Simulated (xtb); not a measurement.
HO (SMILES [OH-]), charge -1, singlet, from a rough starting geometry; xtb 6.7.1 with GFN2-xTB.

The xtb input:
```
$ xtb mol.xyz --gfn 2 --chrg -1 --opt vtight --json

# file mol.xyz
2

O     -0.05183539     0.37744868     0.31595730
H      0.04203115    -0.36711116    -0.28025261
```

**Question.** Predict the main parts of the log of this xtb run.

**Answer.** 
```
   ID    Z sym.   atoms
    1    8 O      1
    2    1 H      2

           -------------------------------------------------
          |                Calculation Setup                |
           -------------------------------------------------

           -------------------------------------------------
          |                 G F N 2 - x T B                 |
           -------------------------------------------------

          ...................................................
          :                      SETUP                      :
          :.................................................:
          :  # basis functions                   5          :
          :  # atomic orbitals                   5          :
          :  # shells                            3          :
          :  # electrons                         8          :
          :  max. iterations                   250          :
          :  Hamiltonian                  GFN2-xTB          :
          :  restarted?                      false          :
          :  GBSA solvation                  false          :
          :  PC potential                    false          :
          :  electronic temp.          300.0000000     K    :
          :  accuracy                    1.0000000          :
          :  -> integral cutoff          0.2500000E+02      :
          :  -> integral neglect         0.1000000E-07      :
          :  -> SCF convergence          0.1000000E-05 Eh   :
          :  -> wf. convergence          0.1000000E-03 e    :
          :  Broyden damping             0.4000000          :
          :  net charge                         -1          :
          :  unpaired electrons                  0          :
          ...................................................

 iter      E             dE          RMSdq      gap      omega  full diag
   1     -4.6971696 -0.469717E+01  0.545E+00   14.45       0.0  T
   2     -4.6979519 -0.782339E-03  0.327E+00   14.24       1.0  T
   3     -4.6982814 -0.329480E-03  0.431E-01   14.04       1.0  T
   4     -4.6983220 -0.406623E-04  0.104E-01   14.15       1.0  T
   5     -4.6983228 -0.712915E-06  0.776E-02   14.12       1.0  T
   6     -4.6983240 -0.124526E-05  0.654E-04   14.13     108.2  T
   7     -4.6983240 -0.118851E-09  0.654E-05   14.13    1081.0  T
   8     -4.6983240 -0.436096E-12  0.912E-06   14.13    7756.8  T

   *** convergence criteria satisfied after 8 iterations ***

         :::::::::::::::::::::::::::::::::::::::::::::::::::::
         ::                     SUMMARY                     ::
         :::::::::::::::::::::::::::::::::::::::::::::::::::::
         :: total energy              -4.681347654200 Eh    ::
         :: gradient norm              0.024402978280 Eh/a0 ::
         :: HOMO-LUMO gap             14.130876488574 eV    ::
         ::.................................................::
         :: SCC energy                -4.698324001700 Eh    ::
         :: -> isotropic ES            0.284978047989 Eh    ::
         :: -> anisotropic ES         -0.006217176501 Eh    ::
         :: -> anisotropic XC         -0.002130759619 Eh    ::
         :: -> dispersion             -0.000148197829 Eh    ::
         :: repulsion energy           0.016976347500 Eh    ::
         :: add. restraining           0.000000000000 Eh    ::
         :: total charge              -1.000000000000 e     ::
         :::::::::::::::::::::::::::::::::::::::::::::::::::::

      -----------------------------------------------------------
     |                   =====================                   |
     |                        A N C O P T                        |
     |                   =====================                   |
     |               Approximate Normal Coordinate               |
     |                Rational Function Optimizer                |
      -----------------------------------------------------------
[...]
 * total energy  :    -4.6813477 Eh     change       -0.1598721E-13 Eh
 * total energy  :    -4.6816457 Eh     change       -0.2979983E-03 Eh
 * total energy  :    -4.6816700 Eh     change       -0.2439661E-04 Eh
 * total energy  :    -4.6816702 Eh     change       -0.1136345E-06 Eh
 * total energy  :    -4.6816702 Eh     change       -0.3152484E-07 Eh
   *** GEOMETRY OPTIMIZATION CONVERGED AFTER 5 ITERATIONS ***
[...]
   1     -4.6956859 -0.469569E+01  0.468E-08   13.21       0.0  T
   2     -4.6956859  0.888178E-15  0.191E-08   13.21  100000.0  T
   3     -4.6956859 -0.177636E-14  0.217E-09   13.21  100000.0  T

   *** convergence criteria satisfied after 3 iterations ***

         :::::::::::::::::::::::::::::::::::::::::::::::::::::
         ::                     SUMMARY                     ::
         :::::::::::::::::::::::::::::::::::::::::::::::::::::
         :: total energy              -4.681670194298 Eh    ::
         :: gradient norm              0.000000979542 Eh/a0 ::
         :: HOMO-LUMO gap             13.213877081364 eV    ::
         ::.................................................::
         :: SCC energy                -4.695685860327 Eh    ::
         :: -> isotropic ES            0.282554483514 Eh    ::
         :: -> anisotropic ES         -0.005857249768 Eh    ::
         :: -> anisotropic XC         -0.001908720449 Eh    ::
         :: -> dispersion             -0.000151298920 Eh    ::
         :: repulsion energy           0.014015666029 Eh    ::
         :: add. restraining           0.000000000000 Eh    ::
         :: total charge              -1.000000000000 e     ::
         :::::::::::::::::::::::::::::::::::::::::::::::::::::

           -------------------------------------------------
          |                Property Printout                |
           -------------------------------------------------

    * Orbital Energies and Occupations

         #    Occupation            Energy/Eh            Energy/eV
      -------------------------------------------------------------
         1        2.0000           -0.2718029              -7.3961
         2        2.0000           -0.1365625              -3.7161
         3        2.0000           -0.0114896              -0.3126
         4        2.0000           -0.0114896              -0.3126 (HOMO)
         5                          0.4741114              12.9012 (LUMO)
      -------------------------------------------------------------
                  HL-Gap            0.4856010 Eh           13.2139 eV
             Fermi-level            0.2313109 Eh            6.2943 eV

     #   Z          covCN         q      C6AA      α(0)
     1   8 O        0.803    -1.026    39.390     8.413
     2   1 H        0.803     0.026     2.694     2.578

 Mol. C6AA /au·bohr⁶  :         62.287659
 Mol. C8AA /au·bohr⁸  :       1143.034972
 Mol. α(0) /au        :         10.991299

Wiberg/Mayer (AO) data.
largest (>0.10) Wiberg bond orders for each atom

 ---------------------------------------------------------------------------
     #   Z sym  total        # sym  WBO       # sym  WBO       # sym  WBO
 ---------------------------------------------------------------------------
     1   8 O    0.999 --     2 H    0.999
     2   1 H    0.999 --     1 O    0.999
 ---------------------------------------------------------------------------

Topologies differ in total number of bonds
Writing topology from bond orders to xtbtopo.mol

molecular dipole:
                 x           y           z       tot (Debye)
 q only:        0.105      -0.765      -0.639
   full:        0.128      -0.954      -0.790       3.165
molecular quadrupole (traceless):
                xx          xy          yy          xz          yz          zz
 q only:        0.442       0.110      -0.340       0.092      -0.668      -0.102
  q+dip:        0.578       0.143      -0.446       0.119      -0.872      -0.132
   full:        0.356       0.091      -0.261       0.078      -0.542      -0.095

optimized geometry written to: xtbopt.xyz

           -------------------------------------------------
          | TOTAL ENERGY               -4.681670194298 Eh   |
          | GRADIENT NORM               0.000000979542 Eh/α |
          | HOMO-LUMO GAP              13.213877081364 eV   |
           -------------------------------------------------

normal termination of xtb
```
